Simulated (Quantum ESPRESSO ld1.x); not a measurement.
The aim is neutral manganese in [Ar] 3d5 4s2. What will ld1.x (Quantum ESPRESSO 7.5) do with this input?

```
 &input
    zed=25.0,
    iswitch=1,
    rel=2,
    dft='PBESOL',
    config='[Ar] 3d5 4s2',
    verbosity='high',
    lsmall=.true.,
    rmax=5000.0,
    prefix='ld1',
    max_out_wfc=37,
    file_charge='ld1.rho',
 /
```

Answer. Harmless. The energy moves by less than 1e-5 hartree against the default mesh (-1157.194 hartree).

Output (excerpt):

```
     Program LD1 v.7.5 starts

     --------------------------- All-electron run ----------------------------

     dirac relativistic calculation

     atomic number is 25.00
     dft =PBESOL   lsd =0 sic =0 latt =0  beta=0.20 tr2=1.0E-14
     Exchange-correlation= PBESOL
                           (   1   4  10   8   0   0   0)
     mesh =2469 r(mesh) =5039.81259 a.u. xmin = -8.00 dx = 0.00800
     1 Ry =  13.60569312 eV, c = 137.03599908

     n l j   nl                  e(Ry)          e(Ha)          e(eV)
     Spin orbit split results
     1 0 0.5 1S 1( 2.00)    -471.951185151    -235.975592575  -6421.2229942
     2 0 0.5 2S 1( 2.00)     -54.595443911     -27.297721955   -742.8088558
     2 1 0.5 2P 1( 2.00)     -46.776765193     -23.388382596   -636.4303125
     2 1 1.5 2P 1( 4.00)     -46.011444083     -23.005722041   -626.0175883
     3 0 0.5 3S 1( 2.00)      -6.290106301      -3.145053151    -85.5812560
     3 1 0.5 3P 1( 2.00)      -4.063020596      -2.031510298    -55.2802114
     3 1 1.5 3P 1( 4.00)      -3.969520014      -1.984760007    -54.0080712
     3 2 1.5 3D 1( 4.00)      -0.502173027      -0.251086514     -6.8324121
     3 2 2.5 3D 1( 1.00)      -0.493506692      -0.246753346     -6.7145006
     4 0 0.5 4S 1( 2.00)      -0.376368993      -0.188184497     -5.1207610
     Averaged results
     1 0     1S 1( 2.00)    -471.951185151    -235.975592575  -6421.2229942
     2 0     2S 1( 2.00)     -54.595443911     -27.297721955   -742.8088558
     2 1     2P 1( 6.00)     -46.266551119     -23.133275560   -629.4884964
     3 0     3S 1( 2.00)      -6.290106301      -3.145053151    -85.5812560
     3 1     3P 1( 6.00)      -4.000686875      -2.000343437    -54.4321179
     3 2     3D 1( 5.00)      -0.496973226      -0.248486613     -6.7616652
     4 0     4S 1( 2.00)      -0.376368993      -0.188184497     -5.1207610

     final scf error:  8.2E-15 reached in  29 iterations

     Etot =   -2314.387393 Ry,   -1157.193697 Ha,  -31488.844641 eV

     Ekin =    2343.796124 Ry,    1171.898062 Ha,   31888.970799 eV
     Encl =   -5531.838608 Ry,   -2765.919304 Ha,  -75264.498509 eV
     Eh   =     975.257339 Ry,     487.628670 Ha,   13269.052076 eV
     Exc  =    -101.602248 Ry,     -50.801124 Ha,   -1382.369007 eV
```

Run on one thread of a shared host, so times are rough (Intel(R) Xeon(R) Processor @ 2.60GHz): 0.67 s of CPU time, 0.72 s wall, 29 iterations on 2469 mesh points.
